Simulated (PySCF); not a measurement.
hexachlorodisilane (Cl6Si2), singlet, at a GFN2-xTB geometry; B3LYP/STO-3G run with PySCF.

Input for PySCF:
```python
from pyscf import gto, scf, dft

mol = gto.Mole()
mol.atom = '''
    Cl    2.10500227   -0.48858342   -1.56076457
    Si    1.15002808   -0.11759071    0.17786792
    Cl    1.92269327    1.56678871    0.97681015
    Cl    1.52221827   -1.64568561    1.44232616
    Si   -1.15002808    0.11759071   -0.17786792
    Cl   -1.52391777    1.66420617   -1.41909364
    Cl   -1.91738160   -1.55604237   -1.00404894
    Cl   -2.10861444    0.45931652    1.56477085
'''
mol.basis = 'sto-3g'
mol.verbose = 4
mol.build()

mf = dft.RKS(mol)
mf.xc = 'b3lyp'
mf.grids.becke_scheme = dft.gen_grid.stratmann
mf.kernel()
```

What the program printed (banner, timings and long lists left out):

```
PySCF version 2.14.0

[INPUT] verbose = 4
[INPUT] num. atoms = 8
[INPUT] num. electrons = 130
[INPUT] charge = 0
[INPUT] spin (= nelec alpha-beta = 2S) = 0
[INPUT] symmetry False subgroup None
[INPUT] Mole.unit = angstrom
[INPUT] Symbol           X                Y                Z      unit          X                Y                Z       unit  Magmom
[INPUT]  1 Cl     2.105002270000  -0.488583420000  -1.560764570000 AA    3.977877781888  -0.923288852803  -2.949417582225 Bohr   0.0
[INPUT]  2 Si     1.150028080000  -0.117590710000   0.177867920000 AA    2.173238106759  -0.222214236693   0.336121655146 Bohr   0.0
[INPUT]  3 Cl     1.922693270000   1.566788710000   0.976810150000 AA    3.633363701844   2.960801556961   1.845903659195 Bohr   0.0
[INPUT]  4 Cl     1.522218270000  -1.645685610000   1.442326160000 AA    2.876575632109  -3.109895090038   2.725601424696 Bohr   0.0
[INPUT]  5 Si    -1.150028080000   0.117590710000  -0.177867920000 AA   -2.173238106759   0.222214236693  -0.336121655146 Bohr   0.0
[INPUT]  6 Cl    -1.523917770000   1.664206170000  -1.419093640000 AA   -2.879787221658   3.144893876111  -2.681698324712 Bohr   0.0
[INPUT]  7 Cl    -1.917381600000  -1.556042370000  -1.004048940000 AA   -3.623326100280  -2.940493917519  -1.897377512260 Bohr   0.0
[INPUT]  8 Cl    -2.108614440000   0.459316520000   1.564770850000 AA   -3.984703793903   0.867982427288   2.956988354203 Bohr   0.0

nuclear repulsion = 1213.95045150844
number of shells = 40
number of NR pGTOs = 216
number of NR cGTOs = 72
basis = sto-3g
ecp = {}

******** <class 'pyscf.dft.rks.RKS'> ********
method = RKS
initial guess = minao
damping factor = 0
level_shift factor = 0
DIIS = <class 'pyscf.scf.diis.CDIIS'>
diis_start_cycle = 1
diis_space = 8
diis_damp = 0
SCF conv_tol = 1e-09
SCF conv_tol_grad = None
SCF max_cycles = 50
direct_scf = True
direct_scf_tol = 1e-13
XC library pyscf.dft.libxc version 7.1.2
    S. Lehtola, C. Steigemann, M. J. T. Oliveira, and M. A. L. Marques,  SoftwareX 7, 1–5 (2018)
XC functionals = b3lyp
    P. J. Stephens, F. J. Devlin, C. F. Chabalowski, and M. J. Frisch,  J. Phys. Chem. 98, 11623 (1994)
radial grids:
    Treutler-Ahlrichs [JCP 102, 346 (1995); DOI:10.1063/1.469408] (M4) radial grids

becke partition: Stratmann, Scuseria, Frisch. CPL, 257, 213 (1996); DOI:10.1016/0009-2614(96)00600-8
pruning grids: <function nwchem_prune>
grids dens level: 3
symmetrized grids: False
atomic radii adjust function: <function treutler_atomic_radii_adjust>
small_rho_cutoff = 0
Set gradient conv threshold to 3.16228e-05
Initial guess from minao.
tot grids = 151640
init E= -3302.76007634676
  HOMO = -0.417801011871714  LUMO = -0.130978388991517  gap/eV = 7.80484
cycle= 1 E= -3303.41620278881  delta_E= -0.656  |g|= 0.706  |ddm|= 3.77
  HOMO = -0.289834441412333  LUMO = -0.115555384770207  gap/eV = 4.74237
cycle= 2 E= -3303.28470306078  delta_E= 0.131  |g|= 0.977  |ddm|= 3.47
  HOMO = -0.265237672718727  LUMO = -0.00140153417481528  gap/eV = 7.17935
cycle= 3 E= -3303.66124075493  delta_E= -0.377  |g|= 0.0162  |ddm|= 1.94
  HOMO = -0.267568806511337  LUMO = -0.000144460315630035  gap/eV = 7.27699
cycle= 4 E= -3303.66134560929  delta_E= -0.000105  |g|= 0.00157  |ddm|= 0.035
  HOMO = -0.267452399191057  LUMO = 0.000203916564440576  gap/eV = 7.28330
cycle= 5 E= -3303.66134690612  delta_E= -1.3e-06  |g|= 7.24e-05  |ddm|= 0.00445
  HOMO = -0.267457574840925  LUMO = 0.000198533870203965  gap/eV = 7.28329
cycle= 6 E= -3303.66134691  delta_E= -3.89e-09  |g|= 5.98e-06  |ddm|= 0.000304
  HOMO = -0.267458096304132  LUMO = 0.00019753978017395  gap/eV = 7.28328
cycle= 7 E= -3303.66134691003  delta_E= -3.09e-11  |g|= 2.28e-07  |ddm|= 1.26e-05
  HOMO = -0.267458108246891  LUMO = 0.000197494653603247  gap/eV = 7.28328
Extra cycle  E= -3303.66134691003  delta_E= 1.82e-12  |g|= 2.3e-07  |ddm|= 1.06e-06
converged SCF energy = -3303.66134691003
```
